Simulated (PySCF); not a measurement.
CH9NSi2 (charge +1 and doublet state).
Structure used (GFN2-xTB), in Å, numbered top down from 1:
```xyz
13
CH9NSi2 angstrom
C     -1.0333   -1.4091    0.2930
Si    -0.5187    0.2003   -0.5469
N     -1.0445    1.5736    0.2949
Si     2.0610    0.1085   -0.1884
H     -2.1115   -1.5332    0.2195
H     -0.7754   -1.4183    1.3497
H     -0.5748   -2.2787   -0.1702
H     -0.6414    0.4066   -1.9823
H     -1.1064    2.4976   -0.1025
H     -1.3610    1.5667    1.2524
H      2.4978    1.3613   -0.7879
H      2.1813    0.0292    1.2617
H      2.4224   -1.1040   -0.9108
```

The hyperfine couplings belong to this conformer and change with its torsions.

The species is `C[Si@@H]([NH2+])[SiH3]` [radical] (charge +1).

Theory: UKS B3LYP, pcH-1 on C H N Si, non-relativistic, mean-field spin-orbit, GIAO in PySCF 2.14.0. Isolated species at its GFN2-xTB geometry (one conformer only). A GFN2-xTB geometry isn't a minimum of the functional, and hyperfine couplings can be far from their values at a DFT geometry, by a factor of two or more for some ions and for spin on atoms past the first row. Stability of the SCF solution: not tested.

Principal values of hyperfine tensors in MHz (contact, dipolar and spin–orbit terms together), for some of the nuclei:

```tsv
atom	isotope	A1	A2	A3
H8	1H	90.36	93.09	99.36
Si4	29Si	-183.02	-27.23	-26.49
H13	1H	37.10	44.31	49.91
H5	1H	33.71	36.97	41.61
C1	13C	19.95	20.31	38.28
H11	1H	19.17	26.21	31.42
H9	1H	-41.47	-27.32	0.72
H10	1H	-41.11	-26.91	1.05
```

Question: Give the isotropic coupling of each nucleus in MHz and in mT (g = 2.0052), and the anisotropic part.

Answer: a_iso = (A1 + A2 + A3)/3, Ti = Ai − a_iso; 1 mT corresponds to 28.065 MHz. The tensors hold a spin–orbit part: the run splits a_iso into a_FC + a_SO, and T includes its anisotropic share.

```tsv
atom	a_iso (MHz)	a_FC	a_SO	a_iso (mT)	T1	T2	T3
H8	94.27	94.27	0.00	3.359	-3.91	-1.18	5.09
Si4	-78.91	-79.14	0.22	-2.812	-104.11	51.69	52.42
H13	43.77	43.76	0.02	1.560	-6.68	0.54	6.14
H5	37.43	37.43	0.00	1.334	-3.72	-0.46	4.18
C1	26.18	26.17	0.01	0.933	-6.23	-5.87	12.10
H11	25.60	25.59	0.02	0.912	-6.43	0.61	5.82
H9	-22.69	-22.73	0.04	-0.809	-18.78	-4.63	23.41
H10	-22.32	-22.37	0.04	-0.795	-18.79	-4.59	23.37
```

Question: What spin density at the nucleus of H9 lies behind its contact coupling (g_N = 5.58569)?

Answer: a_FC = 800.24 MHz bohr³ × g_N × ρ(0)/(2S). With a_FC = -22.73 MHz and 2S = 1, ρ(0) = -0.005086 bohr⁻³. In magnitude that is 1.6 % of the 1/π = 0.318 of a free hydrogen atom.

Question: Si2 (29Si, g_N = -1.11058) isn't in the table. Its spin density at the nucleus is -0.03756 bohr⁻³. What is its contact coupling?

Answer: By the same relation, a_FC = 33.4 MHz. Its full tensor has the principal values -7.62, 53.05, 54.64 MHz.

Question: Name the largest traceless tensor T of the table and describe it.

Answer: Si4: -104.1, 51.7, 52.4 MHz (the dipolar term alone has -103.9, 51.6, 52.3), axial, in the ratio +1:+1:−2, the form that spin in one p orbital centred on that nucleus gives (the nuclear moment is negative).

Question: In a single crystal, with the field along each principal axis of the tensor of H13 in turn, what first-order splitting does this nucleus give (isotropic g, quadrupole terms neglected)?

Answer: 2 lines (I = 1/2), spaced by |A_i|/(g × 13.996): 1.32, 1.58, 1.78 mT along the axes of A1, A2 and A3.
